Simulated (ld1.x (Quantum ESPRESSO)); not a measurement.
## Pseudopotential generation for As (Z = 33): TM, PBE, scalar-relativistic.

ld1.x (Quantum ESPRESSO) 7.5 input, shortened:

```
&input
   title='As', zed=33., rel=1, dft='PBE', iswitch=3,
   config='[Ar] 3d10 4s2 4p3 4d-2'
 /
 &inputp
   pseudotype=2, tm=.true., lloc=0,
   nlcc=.true., new_core_ps=.true., rcore=0.60
 /
3
4P  2  1   3.00   0.00  2.05  2.05  0.0
4D  3  2  -2.00   0.30  2.15  2.15  0.0
4S  1  0   2.00   0.00  1.20  1.20  0.0
 &test
   configts(1)='4s2 4p3'
 /
```

Poles of the logarithmic derivatives, all-electron (AE) and pseudo (PS). Narrow ghost or core levels that the grid stepped over were put in at their known energies. s: poles at 0.1 (AE) and 0.1, 4.7 (PS) Ry. p: poles at 1.4 (AE) and 1.5 (PS) Ry. d: poles at -3.0, -3.0, 3.7 (AE) and 3.6 (PS) Ry. Test radius 2.36 bohr.

- Cutoffs needed: 70 Ry and 160 Ry (the cutoffs (Ry, on a coarse ladder) from which the occupation-weighted sum of valence levels, in a spherical-Bessel basis at the reference potential, stays within 10 and 1 mRy of its value at 400 Ry)
- Ghost test: ghost state, extra bound levels that the all-electron valence spectrum of the same l lacks: p at -213.5 eV; a true bound ghost makes a file unfit for plane-wave use (spherical-Bessel basis up to 400 Ry, 20 bohr box)
- Largest excitation error: -80 meV (all-electron minus pseudo) for 4s2 4p0, out of 7 test configurations
